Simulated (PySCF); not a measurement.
Run record: geometry optimisation, `O[SiH2][SeH]`.

Computed with PBE0-D3(BJ)/def2-SVP geometry optimisation, gas phase (PySCF 2.14.0). Start geometry: GFN2-xTB. The input is one job of a driver script: a line of settings, then coordinates in Å.

Command:
```bash
OMP_NUM_THREADS=1 python probes_run.py task.json out
```

Input:
```
{"job": {"xc": "PBE0", "basis": "def2-SVP", "d3": "d3bj", "grid": 1, "shake": 0.01, "kind": "geom"}, "charge": 0, "multiplicity": 1}
O     -1.202400    -0.757280     0.282730
Si    -0.303090     0.572140     0.074510
Se     1.741810    -0.029220    -0.766770
H     -1.303350    -1.401890    -0.392760
H     -0.807870     1.488090    -0.941790
H     -0.162380     1.082970     1.426630
H      2.071230    -0.983910     0.267530
```

Output:
```
step   0  E = -2767.80328514  max force = 0.023257
step   1  E = -2767.80735328  max force = 0.006420
step   2  E = -2767.80777249  max force = 0.003036
step   3  E = -2767.80782426  max force = 0.000704
step   4  E = -2767.80783828  max force = 0.000369
optimisation converged
```

Energies in Eh; «max force» is the largest Cartesian gradient component in Eh/bohr.

**Question.** Give the first gradient maximum in eV/Å.

**Answer.** With 1 Eh/bohr = 51.422 eV/Å, 1.196 eV/Å.

**Question.** How much energy does the optimisation release, in kJ/mol?

**Answer.** E(step 0) − E(last step) = 0.004553 Eh, which is 12.0 kJ/mol.

Main results: final energy -2767.80784 Eh after 4 steps; dipole 0.82 D.

**Question.** How long does this job take on an Arm Neoverse V1 with one thread, on a shared host? And the peak memory of the process?

**Answer.** About 12 s, with 0.36 GiB resident at the peak, the Python interpreter and its libraries included.
Labels such as C1 count atoms from 1, the log's own numbers from 0.
